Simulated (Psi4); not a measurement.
HCl$_{2}$OTi (SMILES [OH][Ti+]([Cl])[Cl]), charge +1, singlet, geometry from GFN2-xTB (such geometries of metal compounds can be far from the true shape) (the multiplicity is a formal guess); BLYP/STO-3G in Psi4.

Psi4 was given this input:
```
memory 2 GB

molecule mol {
1 1
  Ti    0.123906    0.114949    0.566085
  Cl   -1.282434   -1.291894   -0.144790
  Cl    0.229898    1.492086   -1.031987
  O     1.590640   -0.610580    0.821543
  H     2.442060   -1.047501    0.979004
}

set basis sto-3g
set reference rks
set scf_type pk
set puream true
set d_convergence 1e-8
set dft_radial_points 99
set dft_spherical_points 590

energy('blyp')
print_variables()
```

Output, abridged:

```
   => Loading Basis Set <=

    Name: STO-3G
    Role: ORBITAL
    Keyword: BASIS

         ---------------------------------------------------------
                                   SCF
               by Justin Turney, Rob Parrish, Andy Simmonett
                          and Daniel G. A. Smith
                              RKS Reference
         ---------------------------------------------------------

  ==> Geometry <==

    Molecular point group: c1
    Full point group: C1

    Geometry (in Angstrom), charge = 1, multiplicity = 1:

       Center              X                  Y                   Z               Mass
    ------------   -----------------  -----------------  -----------------  -----------------
         TI           0.145862066825     0.102418789810     0.565200979774    47.947941980000
         CL          -1.260477933175    -1.304424210190    -0.145674020226    34.968852682000
         CL           0.251854066825     1.479555789810    -1.032871020226    34.968852682000
         O            1.612596066825    -0.623110210190     0.820658979774    15.994914619570
         H            2.464016066825    -1.060031210190     0.978119979774     1.007825032230

  Running in c1 symmetry.

  Rotational constants: A =      0.13354  B =      0.08314  C =      0.05582 [cm^-1]
  Rotational constants: A =   4003.38001  B =   2492.46355  C =   1673.36814 [MHz]
  Nuclear repulsion =  349.765787707211359

  Charge       = 1
  Multiplicity = 1
  Electrons    = 64
  Nalpha       = 32
  Nbeta        = 32

  ==> Algorithm <==

  SCF Algorithm Type is PK.
  DIIS enabled.
  MOM disabled.
  Fractional occupation disabled.
  Guess Type is SAD.
  Energy threshold   = 1.00e-06
  Density threshold  = 1.00e-08
  Integral threshold = 1.00e-12

  ==> Primary Basis <==

  Basis Set: STO-3G
    Blend: STO-3G
    Number of shells: 22
    Number of basis functions: 42
    Number of Cartesian functions: 43
    Spherical Harmonics?: true
    Max angular momentum: 2

  ==> DFT Potential <==

   => LibXC <=

    Version 7.1.2
    S. Lehtola, C. Steigemann, M. J. T. Oliveira, and M. A. L. Marques,  SoftwareX 7, 1–5 (2018) (10.1016/j.softx.2017.11.002)

   => Composite Functional: BLYP <=

    BLYP GGA Exchange-Correlation Functional

    P.J. Stephens et. al., J. Phys. Chem., 98, 11623-11627, 1994
    B. Miehlich et. al., Chem. Phys. Lett., 157(3), 200-206 1989

    Deriv               =              1
    GGA                 =           TRUE
[...]
   @RKS iter   7: -1825.73758323845323   -8.84341e-05   1.25741e-05 DIIS
   @RKS iter   8: -1825.73758346054660   -2.22093e-07   3.15015e-06 DIIS
   @RKS iter   9: -1825.73758347637067   -1.58241e-08   1.20108e-06 DIIS
   @RKS iter  10: -1825.73758347906596   -2.69529e-09   4.44946e-08 DIIS
   @RKS iter  11: -1825.73758347906937   -3.41061e-12   1.60954e-08 DIIS
   @RKS iter  12: -1825.73758347906960   -2.27374e-13   4.94622e-10 DIIS
  Energy and wave function converged.

  ==> Post-Iterations <==

   Electrons on quadrature grid:
      Ntotal   =   64.0000036732 ; deviation = 3.673e-06

    Orbital Energies [Eh]
    ---------------------

    Doubly Occupied:

[...]
    Virtual:

[...]
      42A      0.295309

    Final Occupation by Irrep:
              A
    DOCC [    32 ]
    NA   [    32 ]
    NB   [    32 ]

  @RKS Final Energy: -1825.73758347906960

   => Energetics <=

    Nuclear Repulsion Energy =            349.7657877072113592
    One-Electron Energy =               -3191.4836692764329200
    Two-Electron Energy =                1122.4650812098307142
    DFT Exchange-Correlation Energy =    -106.4847831196789798
    Empirical Dispersion Energy =           0.0000000000000000
    VV10 Nonlocal Energy =                  0.0000000000000000
    Total Energy =                      -1825.7375834790695990

Computation Completed

Properties will be evaluated at   0.000000,   0.000000,   0.000000 [a0]

Properties computed using the SCF density matrix

 Multipole Moments:

 ------------------------------------------------------------------------------------
     Multipole            Electronic (a.u.)      Nuclear  (a.u.)        Total (a.u.)
 ------------------------------------------------------------------------------------

 L = 1.  Multiply by 2.5417464519 to convert [e a0] to [Debye]
 Dipole X            :         -1.4752920            2.6969120            1.2216199
 Dipole Y            :          1.5717658           -1.5391114            0.0326545
 Dipole Z            :          2.3453432           -0.1085691            2.2367740
 Magnitude           :                                                    2.5488389

 ------------------------------------------------------------------------------------

  Variable Map:
  ----------------------------------------------------------------------------
[...]
  Array Variable Map:
  ----------------------------------------------------------------------------
[...]
[...]
```
